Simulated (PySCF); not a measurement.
A structure optimised at B3LYP-D3(BJ)/def2-SVP, used in a PySCF frequency run:

```
Si
F 1 1.5968
F 1 1.5968 2 109.36
F 1 1.5968 2 109.36 3 -119.72
C 1 1.9107 2 109.58 4 -120.14
F 5 1.3434 1 110.95 2 60.00
F 5 1.3434 6 107.95 1 121.78
F 5 1.3434 6 107.95 7 116.45
```

Task: Write its SMILES, formula and point group.

Result: FC(F)(F)[Si](F)(F)F, CF₆Si, C3v

Task: What are its rotational constants (standard atomic weights)?

Result: 2.3108, 1.3030, 1.3030 GHz
